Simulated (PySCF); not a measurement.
```xyz
9

C     -1.4526    -0.2106    -0.3391
C     -0.1537    -0.4223    -0.1483
C      0.7446     0.6110     0.3572
N      1.9903     0.5035     0.5705
H     -2.1109    -0.9846    -0.7143
H     -1.8986     0.7549    -0.1215
H      0.2879    -1.3923    -0.3677
H      0.2787     1.5782     0.5712
H      2.3142    -0.4378     0.3362
```

Charge 0, multiplicity 1.

**Question.** Give the Mulliken and meta-Löwdin atomic charges from PBE0-D4/def2-TZVP in PySCF.

**Answer.** 
```csv
atom,Mulliken (e),meta-Löwdin (e)
C1,-0.27,-0.23
C2,-0.08,-0.13
C3,-0.05,0.05
N4,-0.30,-0.39
H5,0.14,0.13
H6,0.14,0.13
H7,0.12,0.12
H8,0.11,0.11
H9,0.20,0.21
```
